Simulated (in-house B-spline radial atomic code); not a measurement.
**RPA and G0W0 on PBE: Au II (Au+)**

Configuration [Xe] 4f14 5d10, mean-field start PBE. Computed with an all-electron radial atomic-structure program (B-spline basis): all electrons, scalar-relativistic (spin-free one-electron X2C), finite nucleus, each spin shell either full or empty, empty states to l = 9 with an (l + 1/2)⁻⁴ tail; G0W0 by contour deformation at full frequency.

Without the two-electron picture change, the correlation of inner shells comes somewhat too large for so heavy an element.

Command:
```bash
python run_gw.py task.json out
```
Settings (radii: box in bohr, nucleus in fm):
```
Z                        79
electrons                78
configuration            [Xe] 4f14 5d10
hamiltonian              x2c
method                   pbe,pbe
lmax                     9
rms_radius               5.4371
spin_polarised           False
box_radius               23.78
intervals                70
```

Cost of the run: 9.3 s on 1 thread of Arm Neoverse N1 (shared host).

Energies (hartree):

```tsv
term	value
mean-field total	-19014.44805
Hartree-Fock functional on these orbitals	-19008.63758
direct second order	-8.175
second-order exchange	2.0182
SOSEX correction	1.8797
```

What is the RPA correlation energy, and what remains with SOSEX?

RPA gives -7.0694 hartree (-2.47 eV per electron); RPA + SOSEX gives -5.1897, and the second-order doubles -6.1568 hartree (no singles). SOSEX takes back 27 % of the RPA value.

Quasi-particle levels (eV):

```
level  occupied  mean field  Σx - vxc     Σc  QP weight    G0W0
   5d       yes     -15.310     -6.20      ?          ?       ?
   6s        no     -13.181      5.84  -2.42      0.912  -9.758
```

G0W0 = mean field + (Σx - vxc) + Σc, with Σc (partial-wave tail included) taken at the quasi-particle energy. Only the outer levels were computed. Levels of low weight are left out.

Where does G0W0 put 5d?

At -21.208 eV, with Σc = 0.30 eV and a quasi-particle weight of 0.812. The tabulated removal energy is 20.203 ± 0.025 eV (NIST, measured); the calculation leaves out spin-orbit coupling, Breit and QED terms, and what these don't explain is the method's own error.
